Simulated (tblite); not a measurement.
Run record: tight-binding relaxation, `C[SiH2][Si@@H]([SiH3])[SiH2][Se]C`.

Computed with GFN2-xTB geometry optimisation, gas phase (tblite 0.8.0). Start geometry: from a force field or distance geometry. A driver script takes a list of jobs; this job's settings line and coordinates (Å) are shown.

Command:
```bash
OMP_NUM_THREADS=1 python probes_run.py task.json out
```

Input:
```
{"job": {"kind": "relax", "xc": "GFN2-xTB", "basis": "xTB"}, "charge": 0, "multiplicity": 1}
C     -2.725000     0.610600     0.063500
Si    -1.504200     0.071800     1.342800
Si     0.250500    -0.887900     0.337600
Si    -0.454000    -2.687300    -0.776000
Si     1.108800     0.565300    -1.114200
Se     1.447800     2.583300    -0.106000
C      2.803800     1.849100     1.085200
H     -2.248400     1.349700    -0.614100
H     -3.068900    -0.270700    -0.516500
H     -3.607700     1.085800     0.567900
H     -2.131000    -0.905300     2.258200
H     -1.039300     1.233700     2.114700
H      1.247400    -1.261800     1.341700
H      0.694300    -3.319500    -1.452000
H     -1.465800    -2.287200    -1.757300
H     -1.048800    -3.644700     0.196400
H      2.381600     0.046400    -1.640300
H      0.159100     0.741000    -2.229600
H      2.342300     1.098500     1.769400
H      3.236900     2.666700     1.708000
H      3.611700     1.379300     0.503100
```

Output:
```
step      E/eV     max force
  0    -584.28774    1.702
  1    -584.44642    0.785
  2    -584.51478    0.489
  3    -584.54959    0.437
  4    -584.61130    0.459
  5    -584.65088    0.440
  6    -584.68290    0.408
  7    -584.70876    0.295
  8    -584.73198    0.314
  9    -584.75364    0.337
... (132 lines left out)
142    -584.83878    0.053
143    -584.83906    0.036
144    -584.83920    0.036
145    -584.83931    0.025
146    -584.83941    0.016
147    -584.83951    0.016
148    -584.83956    0.015
149    -584.83960    0.012
150    -584.83963    0.012
151    -584.83966    0.010
```

«max force» is the largest atomic force in eV/Å.

Question: From which step on does the largest force stay under 0.1 eV/Å, and how much energy is left to gain from there?

Answer: From step 30 (0.099 eV/Å), 21.8 meV above the end.

Summary of the converged run: energy lowered by 12.7 kcal/mol over 151 steps; largest atomic force 0.010 eV/Å at the end.

Question: Give the final coordinates.

Answer: 0.450 Å rms from the input after alignment:
```
atom  x, y, z in Å
C1    -2.4892    0.9518    0.2942
Si2   -1.3607    0.0124    1.4958
Si3    0.2495   -1.1005    0.2042
Si4   -0.4785   -3.0250   -0.8828
Si5    1.2625    0.3741   -1.3146
Se6    1.3312    2.5036   -0.4424
C7     2.3858    2.0589    1.1419
H8    -1.9235    1.6855   -0.2746
H9    -2.9628    0.2776   -0.4147
H10   -3.2770    1.4843    0.8179
H11   -2.1789   -0.9082    2.2980
H12   -0.7952    0.9784    2.4483
H13    1.3398   -1.5162    1.1228
H14    0.6035   -3.7752   -1.5215
H15   -1.4460   -2.7058   -1.9348
H16   -1.1427   -3.9466    0.0393
H17    2.6435    0.0995   -1.7279
H18    0.5029    0.6018   -2.5430
H19    1.8122    1.3938    1.7834
H20    2.6013    2.9881    1.6615
H21    3.3132    1.5845    0.8316
```

Question: How long does this job take on an Arm Neoverse V2 with one thread, no GPU, shared host with 32 logical CPUs at a one-minute load of 24?

Answer: About 1.6 s.
Labels such as C1 count atoms from 1, the log's own numbers from 0.
